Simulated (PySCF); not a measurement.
```xyz
3
charge 0 multiplicity 1, angstrom
Ti   -0.5117    0.0000   -0.5387
N    -1.8359    0.0000    0.2573
Cl    1.4365    0.0000    0.6354
```

Computed with PBE0/[Ti def2-TZVP, N def2-TZVP, Cl def2-TZVP], no relativity, density fitting, PySCF.

This geometry of ClTiN is a stationary point at this level.

Question: What is the point group?

Answer: Cs.

Question: Is it a minimum?

Answer: Yes: all harmonic wavenumbers are real.

Question: Which band is strongest in the infrared?

Answer: 1169 cm⁻¹ (a'), 206 km/mol.

Question: Give the ideal-gas entropy at 298.15 K and 1 bar by parts.

Answer: translation 165.9, rotation 101.9, vibration 13.3, spin 0.0; total 281.1 J/(mol K).

Stability towards spin polarisation was not tested. Only a few start shapes were tried, so a lower isomer may exist.
